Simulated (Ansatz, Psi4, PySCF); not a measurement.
hydrogen chloride (HCl), singlet, geometry from GFN2-xTB. Base run: CCSD(T)/def2-SVP (PySCF).

PySCF was given this input:
```python
from pyscf import gto, scf, cc

mol = gto.M(
    atom='''
Cl   -0.00000000   -0.00000000   -0.07094563
H     0.00000000    0.00000000    1.20607566
''',
    basis='def2-svp',
    verbose=4,
)

mf = scf.RHF(mol)
mf.kernel()

mycc = cc.CCSD(mf)
mycc.kernel()
et = mycc.ccsd_t()
print('E(CCSD(T)) = %.10f' % (mycc.e_tot + et))
```

The same geometry, method and basis name were run in Ansatz (a first-principles code) and Psi4 and PySCF, at each program's defaults and at the settings that a row names. The base is PySCF at its defaults. Differences at the defaults can come from grids, fitting, cores and function types together.

```json
[
 {"code and settings": "PySCF, defaults (exact integrals, spherical functions, all electrons correlated)", "ΔE vs base (µEh)": "0.0", "basis functions": "23", "E (Eh)": "-460.11031", "SCF cycles": "8"},
 {"code and settings": "Psi4, defaults (exact integrals, spherical functions, all electrons correlated)", "ΔE vs base (µEh)": "0.0", "basis functions": "23", "E (Eh)": "-460.11031", "SCF cycles": "9"},
 {"code and settings": "Ansatz, defaults (factorised integrals, spherical functions, frozen core)", "ΔE vs base (µEh)": "8140", "basis functions": "23", "E (Eh)": "-460.10217", "SCF cycles": "-"},
 {"code and settings": "PySCF, frozen core", "ΔE vs base (µEh)": "8139", "basis functions": "23", "E (Eh)": "-460.10217", "SCF cycles": "8"},
 {"code and settings": "Psi4, exact integrals, spherical functions, frozen core", "ΔE vs base (µEh)": "8139", "basis functions": "23", "E (Eh)": "-460.10217", "SCF cycles": "9"},
 {"code and settings": "Ansatz, high accuracy, frozen core", "ΔE vs base (µEh)": "8139", "basis functions": "23", "E (Eh)": "-460.10217", "SCF cycles": "-"}
]
```
